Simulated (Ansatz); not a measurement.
Ansatz (an electronic-structure program) input (B3LYP/6-31G* with LANL2DZ past Ar): The .json file joins the Basis Set Exchange's 6-31G* for atoms up to Ar and LANL2DZ past it.

Ansatz 0.2 input:
```yaml
crystal:
  periodic: [false, false, false]
  atoms:
    - {symbol: Pb, position_ang: [0.01301000, 0.01244300, 0.01318100]}
    - {symbol: H, position_ang: [1.00984000, -1.03472500, -1.05222900]}
    - {symbol: H, position_ang: [-1.01715700, 1.05515200, -1.02453200]}
    - {symbol: H, position_ang: [-1.05947100, -1.04079300, 0.99593700]}
basis:
  gaussian:
    orbitals: 6-31Gs+LANL2DZ.json
hamiltonian:
  xc: {name: B3LYP}
magnetization: {spin_polarized: true, initial_magnetization: 1}
relax: {f_tol: 0.003, max_steps: 120}
```

From the output:

```
relax step   2: F+E_penalty+E_count = -141.09761961 eV  Δ(F+E_penalty+E_count) = -3.528e-3 eV  max|allowed force component| = 1.722e-1 eV/Å  Δτ_max = 0.0587 Å  (22 SCF iters, accepted)
these checks for a lower state are left out or cut short: starts, cluster_reference, orbital_swaps, neighbouring_geometries, increment
integrals: 0.01 GiB planned
242 factors; integrals over basis functions are off by at most 1.4e-4 eV
mean field: 0.06 GiB planned
mean field -141.10654049 eV, -5.1855697176 hartree, gradient 5.4e-5 eV, S^2 0.750703; 0 other end points of the search recorded, 0 dependent functions left out
the calculation of the forces begins
reference -141.10675437 eV, -5.1855775775 hartree; 4, 3 occupied and 10, 11 virtual orbitals, 242 factors
relax step   3: F+E_penalty+E_count = -141.10654049 eV  Δ(F+E_penalty+E_count) = -8.921e-3 eV  max|allowed force component| = 6.560e-3 eV/Å  Δτ_max = 0.0285 Å  (22 SCF iters, accepted)
these checks for a lower state are left out or cut short: starts, cluster_reference, orbital_swaps, neighbouring_geometries, increment
integrals: 0.01 GiB planned
242 factors; integrals over basis functions are off by at most 1.4e-4 eV
mean field: 0.06 GiB planned
mean field -141.10656483 eV, -5.1855706122 hartree, gradient 1.3e-5 eV, S^2 0.750699; 0 other end points of the search recorded, 0 dependent functions left out
the calculation of the forces begins
reference -141.10677872 eV, -5.1855784725 hartree; 4, 3 occupied and 10, 11 virtual orbitals, 242 factors
relax step   4: F+E_penalty+E_count = -141.10656483 eV  Δ(F+E_penalty+E_count) = -2.434e-5 eV  max|allowed force component| = 8.813e-4 eV/Å  Δτ_max = 0.0019 Å  (17 SCF iters, accepted)
integrals: 0.01 GiB planned
242 factors; integrals over basis functions are off by at most 1.4e-4 eV
mean field: 0.06 GiB planned
mean field evaluation 32: about -141.1066 eV, gradient 1.3e-5 eV
mean field -141.10656483 eV, -5.1855706122 hartree, gradient 1.3e-5 eV, S^2 0.750699; 1 other end points of the search recorded, 0 dependent functions left out
the calculation of the forces begins
reference -141.10677872 eV, -5.1855784725 hartree; 4, 3 occupied and 10, 11 virtual orbitals, 242 factors
Total energy: -141.10677872 eV, -5.1855784725 hartree
Atom 0 at     0.011174     0.010687     0.011319 Å, force    -0.000869    -0.000831    -0.000881 eV/Å
Atom 1 at     0.986674    -1.022047    -1.039556 Å, force    -0.000276     0.000566     0.000580 eV/Å
Atom 2 at    -1.005028     1.031440    -1.012341 Å, force     0.000565    -0.000301     0.000568 eV/Å
Atom 3 at    -1.046599    -1.028003     0.972934 Å, force     0.000581     0.000567    -0.000267 eV/Å
Dipole moment:     0.093666     0.089591     0.094898 e Å
```

The geometry given is a B3LYP-D3(BJ)/def2-TZVP minimum.
